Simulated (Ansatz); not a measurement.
Compare A (`CN([SiH3])[AsH2]`) with its isomer B (`CN[SiH2][AsH2]`).

Isolated molecules relaxed with PBE0-D4/def2-TZVP in Ansatz; ΔE leaves out vibrations. CCSD(T)/CBS is the MP2 limit (def2-TZVPP, def2-QZVPP) plus CCSD(T) − MP2 in def2-TZVPP, frozen cores. Functionals use def2-TZVPP. B3LYP here is the variant with VWN-RPA as its local correlation; programs differ in this. For As outer-core shells are correlated without core-valence functions, which leaves a few kJ/mol of doubt a bond. Scalar relativity is left out up to krypton. One conformer a species, not always the lowest.

(1) Which isomer does CCSD(T)/CBS put lower? Give the gap. (Estimate.)

(2) Give E(B) − E(A) in kcal/mol with B2PLYP, B3LYP, r2SCAN-D4, MP2/def2-TZVPP, CCSD(T)/def2-TZVPP, B3LYP-D4, CCSD/def2-TZVPP. (An estimate is asked.)

Largest T1 diagnostic: 0.011.

Answers

(1) The calculation gave: B, by 15.0 kcal/mol.

(2) The calculation gave: B2PLYP -14.7, B3LYP -15.8, r2SCAN-D4 -16.6, MP2/def2-TZVPP -13.5, CCSD(T)/def2-TZVPP -13.8, B3LYP-D4 -14.5, CCSD/def2-TZVPP -14.1. None reverses the order clearly.

The D4 term adds +1.3 kcal/mol with B3LYP and +0.7 kcal/mol with PBE0; it sums over pairs of atoms, weighted by their polarisabilities, and B3LYP, whose exchange is more repulsive, gets the larger term.
